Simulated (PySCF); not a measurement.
CoCl₃ + H₂O → CoOCl + 2 HCl

Level: PBE0 in the def2-TZVP basis family, all electrons, no relativity, computed in PySCF with density fitting; open shells unrestricted.

| species | state and structure | E (Eh) | ZPE (kJ/mol) | H(298 K) − H(0) (kJ/mol) | S° (J/(mol K)) |
| --- | --- | --- | --- | --- | --- |
| CoCl₃ | quintet, D3h, Co–Cl 2.090 Å (×3) | -2762.84291 | 9.7 | 17.8 | 342.4 |
| H₂O | singlet, C2v, O–H 0.960 Å (×2); H–O–H 105.1° | -76.37736 | 56.5 | 9.9 | 188.7 |
| CoOCl | quintet, C∞v, Co–Cl 2.123 Å, Co–O 1.620 Å; Cl–Co–O 180.0° | -1917.79325 | 8.9 | 13.5 | 286.9 |
| HCl | singlet, C∞v, H–Cl 1.279 Å | -460.66440 | 17.9 | 8.7 | 186.6 |

What is the electronic reaction energy?

At PBE0/def2-TZVP, ΔE = 257.9 kJ/mol from the differences of the total energies times 2625.5, uphill. 

Add zero-point, thermal and entropy terms for 298.15 K and 1 bar.

ΔZPE = -21.5 and Δ[H(298) − H(0)] = 3.2 kJ/mol give ΔH° = 239.6 kJ/mol. ΔS° = 129.0 J/(mol K), so ΔG° = 239.6 − 298.15 × (0.1290) = 201 kJ/mol. ΔG° would change sign near 1860 K if ΔH° and ΔS° stayed fixed.

Open d or f shells are single determinants, so the state found may not be the ground state. Each species is the lowest minimum found with this bonding; other isomers or fragments can lie lower.
